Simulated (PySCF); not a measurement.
H$_{2}$BBrO$_{2}$, singlet, geometry from GFN2-xTB. Base run: PySCF with LC-WPBE/6-31G, TDA.

The PySCF input:
```python
from pyscf import gto, scf, dft, tdscf

mol = gto.M(
    atom='''
B     0.63016015    0.69553097   -0.00673031
Br   -0.65351999   -0.70845424    0.00049872
O     0.31611294    1.77672235   -0.72296485
H     0.94539192    2.49728478   -0.74279122
O     1.78376744    0.59968450    0.67095821
H     1.97796385   -0.19029600    1.17504071
''',
    basis='6-31g',
    verbose=4,
)

mf = dft.RKS(mol)
mf.xc = 'lc_wpbe'
mf.kernel()
td = mf.TDA()
td.nstates = 5
td.kernel()
td.analyze()
```

Each row names what was changed in the base input (with any setting that the change needs).

```csv
change,first excitation (eV),oscillator strength of the first,second (eV),core-seconds (rough)
base,8.60,0.000,9.14,30
conv_tol = 1e-3,8.60,0.000,9.14,30
states = triplets,8.26,-,8.45,40
guess vectors = 13 for 5 states,8.60,0.000,9.14,30
functional = hf,9.91,0.000,9.96,2
functional = pbe,7.15,0.000,7.55,10
nstates = 2,8.60,0.000,9.14,40
functional = b3lyp,7.69,0.000,8.22,20
functional = blyp,7.11,0.000,7.31,10
nstates = 10,8.60,0.000,9.14,40
```

An iterative solver can miss low states, so a row lists the states that it found.
